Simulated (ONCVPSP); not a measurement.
# Building the ONCV potential for Er (Z = 68) (PBE, scalar-relativistic).

ONCVPSP 4.0.1 was run on this input:

```
# ATOM AND REFERENCE CONFIGURATION
# atsym  z   nc   nv     iexc    psfile
  Er 68.00    9    4        4      upf
#
#   n    l    f
    1    0    2.00
    2    0    2.00
    2    1    6.00
    3    0    2.00
    3    1    6.00
    3    2   10.00
    4    0    2.00
    4    1    6.00
    4    2   10.00
    4    3   12.00
    5    0    2.00
    5    1    6.00
    6    0    1.00
#
# PSEUDOPOTENTIAL AND OPTIMIZATION
# lmax
    3
#
#   l,   rc,      ep,       ncon, nbas, qcut
    0    2.35    0.00    4    7    4.00
    1    2.30    0.00    5    8    7.10
    2    2.45    0.04    4    8    3.50
    3    1.10    0.00    4    9   13.90
#
# LOCAL POTENTIAL
# lloc, lpopt,  rc(5),   dvloc0
    4    5    1.00    0.00
#
# VANDERBILT-KLEINMAN-BYLANDER PROJECTORs
# l, nproj, debl
    0    2    2.80
    1    2    0.60
    2    2    0.90
    3    2    3.90
#
# MODEL CORE CHARGE
# icmod, fcfact, rcfact
    3    3.75    1.60
#
# LOG DERIVATIVE ANALYSIS
# epsh1, epsh2, depsh
   -4.00    5.00    0.02
#
# OUTPUT GRID
# rlmax, drl
    6.00    0.01
#
# TEST CONFIGURATIONS
# ncnf
    4
# nvcnf
#   n    l    f
    4
    4    3   12.00
    5    0    2.00
    5    1    6.00
    6    0    2.00
#
    4
    4    3   12.00
    5    0    2.00
    5    1    6.00
    6    0    0.00
#
    4
    4    3   11.00
    5    0    2.00
    5    1    6.00
    6    0    0.00
#
    5
    4    3   12.00
    5    0    2.00
    5    1    6.00
    6    0    1.50
    5    2    0.50
#
```

Command:

```bash
oncvpsp.x < Er.dat > Er.out
```

Output (shortened: citation, most of the input echo, consistency checks and plot data are left out):

```
ONCVPSP  (Optimized Norm-Conservinng Vanderbilt PSeudopotential)
scalar-relativistic version 4.0.1

#   n    l    f        energy (Ha)
    1    0    2.00    -2.1088127E+03
    2    0    2.00    -3.5446951E+02
    2    1    6.00    -3.1351274E+02
    3    0    2.00    -7.9608999E+01
    3    1    6.00    -6.7152628E+01
    3    2   10.00    -5.1572995E+01
    4    0    2.00    -1.5896353E+01
    4    1    6.00    -1.1800911E+01
    4    2   10.00    -6.3178878E+00
    4    3   12.00    -3.5717250E-01
    5    0    2.00    -2.1504154E+00
    5    1    6.00    -1.2135949E+00
    6    0    1.00    -3.3288333E-01

Reference configufation results
  iterations    36
  all-electron total energy (Ha)   -1.30861342D+04

Begin loop to  construct optimized pseudo wave functions
and semi-local pseudopoentials for all angular momenta

Calculating optimized projector #   1

 for l=   0

    Fraction of norm inside rc  0.983190
    Optimizing pswf for qcut=   4.01 a_B^-1,  ecut=   8.02 Ha
    Residual kinetic energy error=  3.83D-05 Ha

    Energy error per electron        Cutoff
         Ha          eV             Ha
         0.01000     0.27211        3.45
         0.00100     0.02721        4.60
         0.00010     0.00272        5.78
         0.00001     0.00027       20.13

Calculating optimized projector #   2

 for l=   0

    Fraction of norm inside rc  0.123412
    Optimizing pswf for qcut=   4.01 a_B^-1,  ecut=   8.02 Ha
    Residual kinetic energy error=  2.42D-04 Ha

    Energy error per electron        Cutoff
         Ha          eV             Ha
         0.01000     0.27211        2.73
         0.00100     0.02721        4.24
         0.00010     0.00272       13.39
         0.00001     0.00027       29.10

WARNING wellstate: negative energy specified for n= 6 l=  1
WARNING scattering state with energy  0.25000000
WARNING will be used for the first projector

   Wellstate for l =  1  n =  7
     eigenvalue =   0.2500
     asymptotic potential =   0.7500
     half-point radius =  7.3151

Calculating optimized projector #   1

 for l=   1

    Fraction of norm inside rc  0.921894
    Optimizing pswf for qcut=   7.11 a_B^-1,  ecut=  25.24 Ha
    Residual kinetic energy error=  2.16D-07 Ha

    Energy error per electron        Cutoff
         Ha          eV             Ha
         0.01000     0.27211        5.99
         0.00100     0.02721       13.93
         0.00010     0.00272       18.38
         0.00001     0.00027       21.28

Calculating optimized projector #   2

 for l=   1

    Fraction of norm inside rc  0.065702
    Optimizing pswf for qcut=   7.11 a_B^-1,  ecut=  25.24 Ha
    Residual kinetic energy error=  1.13D-07 Ha

    Energy error per electron        Cutoff
         Ha          eV             Ha
         0.01000     0.27211        4.82
         0.00100     0.02721        7.83
         0.00010     0.00272       16.67
         0.00001     0.00027       20.40

WARNING wellstate: moderately localized bound state found for n= 5 l=  2
WARNING scattering state with energy  0.05000000
WARNING will be used for the first projector

   Wellstate for l =  2  n =  6
     eigenvalue =   0.0500
     asymptotic potential =   0.5500
     half-point radius =  8.6147

   Wellstate for l =  2  n =  7
     eigenvalue =   0.9500
     asymptotic potential =   1.4500
     half-point radius =  5.5058

Calculating optimized projector #   1

 for l=   2

    Fraction of norm inside rc  0.162687
    Optimizing pswf for qcut=   3.50 a_B^-1,  ecut=   6.13 Ha
    Residual kinetic energy error=  3.61D-03 Ha

    Energy error per electron        Cutoff
         Ha          eV             Ha
         0.01000     0.27211        5.08
         0.00100     0.02721       10.86
         0.00010     0.00272       35.59
         0.00001     0.00027       41.72

Calculating optimized projector #   2

 for l=   2

    Fraction of norm inside rc  0.120505
    Optimizing pswf for qcut=   3.50 a_B^-1,  ecut=   6.13 Ha
    Residual kinetic energy error=  1.36D-02 Ha

    Energy error per electron        Cutoff
         Ha          eV             Ha
         0.01000     0.27211        6.38
         0.00100     0.02721        9.70
         0.00010     0.00272       22.95
         0.00001     0.00027       48.63

   Wellstate for l =  3  n =  6
     eigenvalue =   3.5428
     asymptotic potential =   4.0428
     half-point radius =  2.5599

Calculating optimized projector #   1

 for l=   3

    Fraction of norm inside rc  0.790925
    Optimizing pswf for qcut=  13.89 a_B^-1,  ecut=  96.48 Ha
    Residual kinetic energy error=  4.56D-04 Ha

    Energy error per electron        Cutoff
         Ha          eV             Ha
         0.01000     0.27211       82.15
         0.00100     0.02721       92.29
         0.00010     0.00272      245.72
         0.00001     0.00027      471.38

Calculating optimized projector #   2

 for l=   3

    Fraction of norm inside rc  0.057689
    Optimizing pswf for qcut=  13.89 a_B^-1,  ecut=  96.48 Ha
    Residual kinetic energy error=  6.79D-04 Ha

    Energy error per electron        Cutoff
         Ha          eV             Ha
         0.01000     0.27211       81.13
         0.00100     0.02721       94.35
         0.00010     0.00272      195.22
         0.00001     0.00027      350.94

Construct Vanderbilt / Kleinmman-Bylander projectors

B matrix Hermiticity error, ll=   0
   1   2    1.7492E-04

  Orthonormal projector coefficients  1.4258E+01  1.2520E+00

B matrix Hermiticity error, ll=   1
   1   2   -1.0508E-04

  Orthonormal projector coefficients  1.1083E+01  9.2656E-01

B matrix Hermiticity error, ll=   2
   1   2    3.2774E-05

  Orthonormal projector coefficients  6.5488E+00 -3.6352E+00

B matrix Hermiticity error, ll=   3
   1   2   -8.0892E-04

  Orthonormal projector coefficients -2.0539E+01 -7.2906E+00

Model core correction analysis
  based on d2Exc/dn_idn_j

d2excae - all-electron derivatives

   -1.949154D-02   -1.207751D-02   -9.065439D-03   -1.641768D-03
   -1.207732D-02   -2.604777D-02   -2.265878D-02   -2.058248D-03
   -9.065261D-03   -2.265872D-02   -2.336406D-02   -4.086038D-03
   -1.641267D-03   -2.056876D-03   -4.081947D-03   -3.800603D-02

d2excps - pseudofunction derivatives with no core correction

   -3.714191D-02   -2.175719D-02   -1.208085D-02   -2.432961D-03
   -2.175738D-02   -2.379000D-02   -2.035252D-02   -2.086686D-03
   -1.208071D-02   -2.035225D-02   -2.373892D-02   -3.945077D-03
   -2.432486D-03   -2.084946D-03   -3.940982D-03   -3.802307D-02

rms 2nd derivative error    5.778683E-03

rmatch, rhocmatch    0.7155   42.1090

Teter function model core charge with specified parameters

d2excps - pseudofunction derivatives with core correction

   -2.259871D-02   -1.410272D-02   -9.216244D-03   -1.769109D-03
   -1.410268D-02   -1.735679D-02   -1.717104D-02   -1.598015D-03
   -9.216106D-03   -1.717085D-02   -2.148301D-02   -3.759200D-03
   -1.768609D-03   -1.596631D-03   -3.755109D-03   -3.797153D-02

rms 2nd derivative error    3.141237E-03

Pseudoatom total energy -190.342484

Diagnostic tests using Vanderbilt-Kleinman-Bylander pseudopotentials
  1 or more projectors used as specified by nproj input data

   l    rcore       rmatch      e in        delta e   norm test  slope test

   0   2.3527850   2.4242206  -2.1504154   0.0000017   1.0002314   1.0002181
   0   2.3527850   2.4242206  -0.3328833   0.0000008   1.0000176   1.0000136

   1   2.3109380   2.3811031  -1.2135949  -0.0000002   1.0000964   1.0000979
   1   2.3109380   2.3811031   0.2500000   0.0000086   1.0001796   1.0001796

   2   2.4533985   2.5278890   0.0500000  -0.0000002   1.0000881   1.0000881
   2   2.4533985   2.5278890   0.9500000   0.0000043   1.0001713   1.0001713

   3   1.1006233   1.1340406  -0.3571725   0.0000134   1.0003297   1.0002981
   3   1.1006233   1.1340406   3.5428275   0.0002361   1.0005215   1.0005215

 Testing for bound ghosts
   n   l    E NL Schr. Eq   E Basis Diag.   E Cutoff

       0                       -3.228975     34.57  WARNING - GHOST(-)
   1   0       -2.150414       -2.150389     34.57
   2   0       -0.332883       -0.322879     34.57

   2   1       -1.213595       -1.213589     56.96

   3   2       -0.244965       -0.241492     57.76

   4   3       -0.357159       -0.351437    407.54

 Testing for highly-localized positive-energy ghosts
       l    <radius>/rc     E Basis Diag.   E Cutoff

       1        0.548629        4.044514     56.96  WARNING - GHOST(+)

       2        0.340743        5.337058     57.76  WARNING - GHOST(+)

Test configuration 0

   n   l     f        eae           eps        diff
   1   0  2.0000-2108.81267531
   2   0  2.0000 -354.46951302
   2   1  6.0000 -313.51273759
   3   0  2.0000  -79.60899947
   3   1  6.0000  -67.15262835
   3   2 10.0000  -51.57299506
   4   0  2.0000  -15.89635261
   4   1  6.0000  -11.80091098
   4   2 10.0000   -6.31788778
   4   3 12.0000   -0.35717250   -0.35715913    1.34D-05
   5   0  2.0000   -2.15041542   -2.15041371    1.71D-06
   5   1  6.0000   -1.21359491   -1.21359516   -2.46D-07
   6   0  1.0000   -0.33288333   -0.33288254    7.88D-07

    Total energies and differences
      AE_ref= -1.30861342D+04  AE_tst= -1.30861342D+04  dif=  0.00D+00
      PS_ref= -1.90342484D+02  PS_tst= -1.90342484D+02  dif= -9.76D-11
      PSP excitation error=  9.76D-11

Test configuration 1

   n   l     f        eae           eps        diff
   1   0  2.0000-2108.56997619
   2   0  2.0000 -354.22780503
   2   1  6.0000 -313.27089243
   3   0  2.0000  -79.36861949
   3   1  6.0000  -66.91222212
   3   2 10.0000  -51.33246577
   4   0  2.0000  -15.65544984
   4   1  6.0000  -11.55980146
   4   2 10.0000   -6.07649350
   4   3 12.0000   -0.11525825   -0.11473862    5.20D-04
   5   0  2.0000   -1.90586348   -1.90657473   -7.11D-04
   5   1  6.0000   -0.96958197   -0.96995313   -3.71D-04
   6   0  2.0000   -0.14079523   -0.14084661   -5.14D-05

    Total energies and differences
      AE_ref= -1.30861342D+04  AE_tst= -1.30863697D+04  dif= -2.35D-01
      PS_ref= -1.90342484D+02  PS_tst= -1.90577163D+02  dif= -2.35D-01
      PSP excitation error= -8.08D-04

Test configuration 2

   n   l     f        eae           eps        diff
   1   0  2.0000-2109.09845160
   2   0  2.0000 -354.75338343
   2   1  6.0000 -313.79680787
   3   0  2.0000  -79.89071923
   3   1  6.0000  -67.43438579
   3   2 10.0000  -51.85494456
   4   0  2.0000  -16.17887930
   4   1  6.0000  -12.08374539
   4   2 10.0000   -6.60113079
   4   3 12.0000   -0.64079225   -0.64190388   -1.11D-03
   5   0  2.0000   -2.43733298   -2.43647301    8.60D-04
   5   1  6.0000   -1.49837170   -1.49779573    5.76D-04

    Total energies and differences
      AE_ref= -1.30861342D+04  AE_tst= -1.30856947D+04  dif=  4.40D-01
      PS_ref= -1.90342484D+02  PS_tst= -1.89903046D+02  dif=  4.39D-01
      PSP excitation error=  7.00D-05

Test configuration 3

   n   l     f        eae           eps        diff
   1   0  2.0000-2109.77586516
   2   0  2.0000 -355.45009056
   2   1  6.0000 -314.49094874
   3   0  2.0000  -80.61211830
   3   1  6.0000  -68.15531605
   3   2 10.0000  -52.57366012
   4   0  2.0000  -16.88968925
   4   1  6.0000  -12.78961325
   4   2 10.0000   -7.29914630
   4   3 11.0000   -1.30239413   -1.29907089    3.32D-03
   5   0  2.0000   -3.01304861   -3.03348576   -2.04D-02
   5   1  6.0000   -2.03497551   -2.03518920   -2.14D-04

    Total energies and differences
      AE_ref= -1.30861342D+04  AE_tst= -1.30847313D+04  dif=  1.40D+00
      PS_ref= -1.90342484D+02  PS_tst= -1.88941786D+02  dif=  1.40D+00
      PSP excitation error=  2.20D-03

Test configuration 4

   n   l     f        eae           eps        diff
   1   0  2.0000-2108.56061255
   2   0  2.0000 -354.21748799
   2   1  6.0000 -313.26059086
   3   0  2.0000  -79.35870771
   3   1  6.0000  -66.90230578
   3   2 10.0000  -51.32244828
   4   0  2.0000  -15.64524971
   4   1  6.0000  -11.54948080
   4   2 10.0000   -6.06592867
   4   3 12.0000   -0.10428907   -0.10499094   -7.02D-04
   5   0  2.0000   -1.89340040   -1.89521719   -1.82D-03
   5   1  6.0000   -0.95828202   -0.95857760   -2.96D-04
   6   0  1.5000   -0.13843871   -0.13850792   -6.92D-05
   5   2  0.5000   -0.02998538   -0.02991169    7.37D-05

    Total energies and differences
      AE_ref= -1.30861342D+04  AE_tst= -1.30863160D+04  dif= -1.82D-01
      PS_ref= -1.90342484D+02  PS_tst= -1.90523174D+02  dif= -1.81D-01
      PSP excitation error= -1.14D-03
```

Note: ghosts flagged at negative energy: s at -87.9 eV; GHOST(+) flagged for p at 110.1 eV, d at 145.2 eV. A true bound ghost makes a file unfit for plane-wave use.

The run took about 6.4 s on one core of a shared server CPU.
